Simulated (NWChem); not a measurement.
Molecule: SiNH$_{2}$Cl$_{2}$F; SMILES N[Si](F)(Cl)Cl

```xyz
7

N      1.3777    -0.0644     1.3228
Si     0.3292    -0.0049    -0.0152
F      1.0515    -0.1546    -1.4688
Cl    -1.0024    -1.5660     0.1095
Cl    -0.6117     1.8227    -0.0454
H      1.9416     0.7428     1.5930
H      1.7457    -0.9505     1.6719
```
Atoms are numbered in this order, from 1.

Results from NWChem. Pople sets run with spherical d functions. Geometry: optimised at PBE-D3(BJ)/def2-SVP. B3LYP is NWChem's, with the RPA form of VWN correlation. Atomic charges in e: unrestrained fits to the electrostatic potential beside Mulliken populations; buried atoms are poorly determined by the fit.

For level B3LYP/def2-SVP:

| Item | Result |
|---|---|
| ESP N1 | -0.90 |
| Mulliken N1 | -0.35 |
| ESP Si2 | 0.85 |
| Mulliken Si2 | 0.84 |
| Mulliken F3 | -0.32 |

**Question.** Estimate the same quantities for level Hartree-Fock/6-31G*.

**Answer.** The ESP N1 is -1.12, the Mulliken N1 comes out as -1.06 and the ESP Si2 is 1.20. The Mulliken Si2 comes out as 1.39 and the Mulliken F3 is -0.50.
